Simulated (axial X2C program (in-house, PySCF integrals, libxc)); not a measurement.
**Spin–orbit effects down a group: molecules with Sr (ions), HF**

All values come from calculations with an in-house all-electron X2C program for linear molecules (integrals from PySCF), spin-free (one-electron X2C) or two-component (2c: spin–orbit coupling with atomic mean-field Coulomb and Gaunt terms, which also bring small scalar terms), in Dyall basis sets with cores contracted in-house; open shells are unrestricted.

Basis sets: Br dyall-cv3z, Cl dyall-av3z, F dyall-av3z, I dyall-cv3z, Sr dyall-cv3z.

| molecule | spin-free state | Re (Å) | ωe (cm⁻¹) | De (eV) | 2c state | Re 2c (Å) | ωe 2c (cm⁻¹) | De 2c (eV) |
| --- | --- | --- | --- | --- | --- | --- | --- | --- |
| SrF⁺ | M_S = 0, Λ = 0 | 2.018 | 579.8 | 3.82 | Ω = 0 | 2.018 | 579.7 | 3.81 |
| SrCl⁺ | M_S = 0, Λ = 0 | 2.516 | 356.1 | 3.15 | Ω = 0 | 2.516 | 356.1 | n/a |
| SrBr⁺ | ? | ? | ? | ? | ? | ? | ? | ? |
| SrI⁺ | M_S = 0, Λ = 0 | 2.903 | 208.9 | 2.22 | Ω = 0 | 2.905 | 208.0 | 1.92 |

(1) Estimate the 2c Re and ωe of SrBr⁺ as the mean of its neighbours in the table.

Fragments in 2c: Sr+ + F, Sr+ + Cl, Sr+ + Br, I + Sr+. Each entry is the lowest single determinant of a limited PBE0 search at one distance. De goes to single-determinant-based atoms at the same level (for ions the charge split of lowest energy) and is withheld (n/a) where an atom does not fit its ground term or J level. Main or longest-lived isotopes.

Answers

(1) Re ≈ 2.710 Å, ωe ≈ 282.1 cm⁻¹. The HF runs give the row below, so the estimate misses by 0.038 Å and 25.1 cm⁻¹.

```tsv
molecule	spin-free state	Re (Å)	ωe (cm⁻¹)	De (eV)	2c state	Re 2c (Å)	ωe 2c (cm⁻¹)	De 2c (eV)
SrBr⁺	M_S = 0, Λ = 0	2.671	257.2	2.74	Ω = 0	2.672	257.0	2.58
```
